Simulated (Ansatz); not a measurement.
Total energies of CH₇BN₂O (`NBOCN`).

```json
{"atom": "N1", "x (Å)": "-2.390", "y (Å)": "0.431", "z (Å)": "0.116"}
{"atom": "B2", "x (Å)": "-1.149", "y (Å)": "-0.087", "z (Å)": "-0.265"}
{"atom": "O3", "x (Å)": "-0.167", "y (Å)": "-0.206", "z (Å)": "0.682"}
{"atom": "C4", "x (Å)": "1.128", "y (Å)": "-0.579", "z (Å)": "0.283"}
{"atom": "N5", "x (Å)": "1.828", "y (Å)": "0.552", "z (Å)": "-0.267"}
{"atom": "H6", "x (Å)": "-3.160", "y (Å)": "0.515", "z (Å)": "-0.521"}
{"atom": "H7", "x (Å)": "-2.580", "y (Å)": "0.754", "z (Å)": "1.049"}
{"atom": "H8", "x (Å)": "-0.969", "y (Å)": "-0.452", "z (Å)": "-1.395"}
{"atom": "H9", "x (Å)": "1.597", "y (Å)": "-1.007", "z (Å)": "1.178"}
{"atom": "H10", "x (Å)": "1.086", "y (Å)": "-1.354", "z (Å)": "-0.490"}
{"atom": "H11", "x (Å)": "2.161", "y (Å)": "1.174", "z (Å)": "0.457"}
{"atom": "H12", "x (Å)": "2.616", "y (Å)": "0.259", "z (Å)": "-0.829"}
```

Charge 0, multiplicity 1. All single points use the PBE0-D4/def2-TZVP geometry. It is one conformer, not always the lowest. Basis def2-TZVPP, Ansatz.

RPA on PBE orbitals: Hartree–Fock energy of these orbitals -250.52876 Eh, correlation -1.50415 Eh (frozen core).

| functional | energy without D4 (Eh) | D4 term (kJ/mol) |
| --- | --- | --- |
| LDA (SPW92) | -249.97792 | – |
| PBE | -251.76993 | -17.6 |
| revPBE | -251.99959 | -62.5 |
| r2SCAN | -251.94115 | -4.6 |
| PBE0 | -251.79029 | -14.7 |
| r2SCANh | -251.92902 | -4.8 |
| r2SCAN0 | -251.91190 | -5.2 |
| CAM-B3LYP | -251.97667 | -14.6 |
| ωB97X-V | -252.00557 | – |
| PBE-QIDH | -251.75658 | – |

Q: Give the same for BLYP, B97M-V, B3LYP, HSE06 (plane-wave form), BHLYP, LC-ωPBE, ωB97M-V, B2PLYP. (Best estimate.)

A: Ansatz gave: 
| functional | energy without D4 (Eh) | D4 term (kJ/mol) |
| --- | --- | --- |
| BLYP | -251.99798 | -39.5 |
| B97M-V | -252.05093 | – |
| B3LYP | -252.09661 | -27.9 |
| HSE06 (plane-wave form) | -251.77693 | -13.5 |
| BHLYP | -251.94674 | -19.0 |
| LC-ωPBE | -251.92985 | – |
| ωB97M-V | -251.98255 | – |
| B2PLYP | -251.88573 | – |

B3LYP takes the VWN-RPA correlation (the form of Gaussian; ORCA's B3LYP/G). HSE06 is the plane-wave form, built on full-range PBE exchange. The double hybrids freeze the cores in their second-order part.

LC-ωPBE has ω = 0.4 bohr⁻¹.
